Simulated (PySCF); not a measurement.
## Configurations of CeN

Unrestricted PBE0; PySCF, spin-free X2C with a Gaussian nucleus, basis sets Ce x2c-TZVPall, N x2c-TZVPall. The search starts from ions with several 4f fillings and holds each by maximum overlap.

The lowest solution has 2Ms+1 = 2, about 1.3 4f electrons, near 1.75 Å.

Solutions at the starting distance of 1.983 Å, counted from the lowest; the search is not exhaustive:

| 2Ms+1 | 4f population | E (eV) | ⟨S²⟩ | ⟨Lz²⟩ | μ (D) |
| --- | --- | --- | --- | --- | --- |
| 2 | 1.26 | 0.00 | 0.75 | 8.8 | -8.63 |
| 2 | 1.26 | 0.00 | 0.75 | 9.0 | -8.63 |
| 2 | 1.23 | 0.03 | 0.76 | 4.0 | -8.60 |
| 2 | 1.18 | 0.27 | 0.77 | 0.0 | -7.98 |
| 4 | 1.27 | 0.54 | 3.76 | 9.0 | -3.77 |
| 4 | 1.26 | 0.55 | 3.75 | 4.0 | -3.88 |
| 4 | 1.19 | 0.77 | 3.75 | 0.0 | -3.78 |
| 2 | 1.22 | 0.81 | 1.64 | 6.0 | -4.13 |
| 2 | 1.27 | 0.91 | 1.76 | 9.6 | -3.82 |
| 2 | 1.00 | 0.95 | 0.93 | 0.0 | -6.45 |
| 4 | 1.29 | 1.42 | 3.76 | 13.0 | -7.11 |
| 4 | 1.54 | 1.61 | 3.76 | 9.9 | -4.63 |
| 4 | 1.54 | 1.62 | 3.76 | 9.7 | -4.60 |

Partly filled real f orbitals mix terms, so no term symbols are given. A population far from a whole number shows f orbitals mixing with d and ligand orbitals, not a clean configuration. A positive dipole means Ce(−)N(+).

Spin–orbit coupling is left out. With d or f electrons several states lie close, and the lowest PBE0 determinant need not be the measured ground state.
